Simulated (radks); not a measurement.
Spin polarisation of the 4p3 shell in Br2+. Start: [Ar] 3d10 4s2 4p(up 1.5, down 1.5); electrons of 4p are moved from spin down to spin up, other shells keep equal spins. Method: scalar-relativistic Kohn-Sham, r2SCAN, spin-polarised, spherical densities, finite nucleus; meta-GGA in the generalised Kohn-Sham scheme; Fermi nuclear charge, rms radius of each element as measured or else 0.836 A^(1/3) + 0.57 fm; computed with a radial shooting solver on a logarithmic mesh with Libxc functionals.

moment (Bohr magnetons)  E - E(0) (eV)  e(4p up) (eV)  e(4p down) (eV)  4s down minus up (eV)  3d down minus up (eV)
0                                0.000        -28.502          -28.502                  0.000                 0.000
0.75                            -0.190        -28.974          -27.958                  1.048                  0.123
1.5                             -0.765        -29.383          -27.324                  2.112                  0.248
2.25                            -1.743        -29.739          -26.565                  3.213                  0.375
3                               -3.170        -30.049          -25.575                  4.384                  0.503

At moment 3 the spin-polarisation energy is -3.170 eV and the 4p exchange splitting 4.474 eV, that is 1.491 eV per Bohr magneton; E = -I m^2/4 would give I = 1.409 eV.
